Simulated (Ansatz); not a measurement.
`C[N](C)[In]([Cl])[Cl]` + H₂S → `C[N](C)[In]([SH])[Cl]` + HCl  (ligand exchange at the In–Cl bond)

Program: Ansatz. Geometries: PBE0-D4/def2-TZVP. ΔE: electronic, gas phase. CCSD(T)/CBS is the MP2 limit (def2-TZVPP, def2-QZVPP) plus CCSD(T) − MP2 in def2-TZVPP, frozen cores. This one scheme is used for every species. DFT in def2-TZVPP. B3LYP here is the variant with VWN-RPA as its local correlation; programs differ in this. Elements past krypton have def2 core potentials. For In outer-core shells are correlated without core-valence functions, which leaves a few kJ/mol of doubt a bond. Each species was taken in one conformer, which may not be the lowest.

```csv
level,ΔE (kJ/mol)
B3LYP-D4,23.7
PBE0,22.2
B3LYP,26.2
HF/def2-TZVPP,38.0
MP2/def2-TZVPP,19.1
SCS-MP2/def2-QZVPP,23.5
MP2/CBS(def2),19.7
CCSD/CBS(def2),24.3
```

(1) What does CCSD(T)/CBS give? (An estimate is asked.)

Largest T1 diagnostic among the species: 0.014.

Results:

(1) Ansatz gave: +22.2 kJ/mol. The listed levels differ from it by 1.5, 0.0, 4.0, 15.8, -3.1, 1.3, -2.5, 2.1 kJ/mol.

In def2-TZVPP, CCSD(T) changes the Hartree–Fock value by −16.5 kJ/mol (the triples alone add −2.1 kJ/mol) and MP2 by −18.9 kJ/mol.
